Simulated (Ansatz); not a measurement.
The cluster Ga2Sb⁺, relaxed as a singlet with RKS r2SCAN-D4/def2-TZVP in Ansatz, starting from the GFN2-xTB geometry. Force threshold 0.02 eV/Å.

In the def2 sets Sb takes a core potential; there is no spin–orbit coupling. An occupied level lies above an empty one. The structure comes from a short search, and lower isomers may exist.

Start:

```xyz
3

Ga   -0.846    0.350   -2.823
Ga    0.361   -0.388    2.921
Sb    0.485    0.038   -0.098
```

(1) Estimate the energy that the relaxation releases and the steps that it takes.

(2) Does the start keep its bonding and symmetry?

(3) Predict the relaxed structure.

## Answers

(1) 8.3 kJ/mol, in 6 steps; 9.5 s on 4 threads of Arm Neoverse V2 on a shared host. No frequencies were taken in this run, so the end may be a saddle point.

(2) By distances, no bond broke or formed. The bond that changes most is Ga2–Sb3, from 3.05 to 2.97 Å (atoms count from 1). The end is the same structure that another start reached, the lowest one found. Point group C2v at the start, C2v at the end, both within 0.05 Å.

(3) 
```tsv
atom	x (Å)	y (Å)	z (Å)
Ga1	-1.0293	0.2744	-2.3420
Ga2	-0.0012	-0.3545	2.5483
Sb3	1.0305	0.0801	-0.2063
```
Bond lengths (bridged metal pairs left out): 2 × Ga–Sb 2.97 Å.
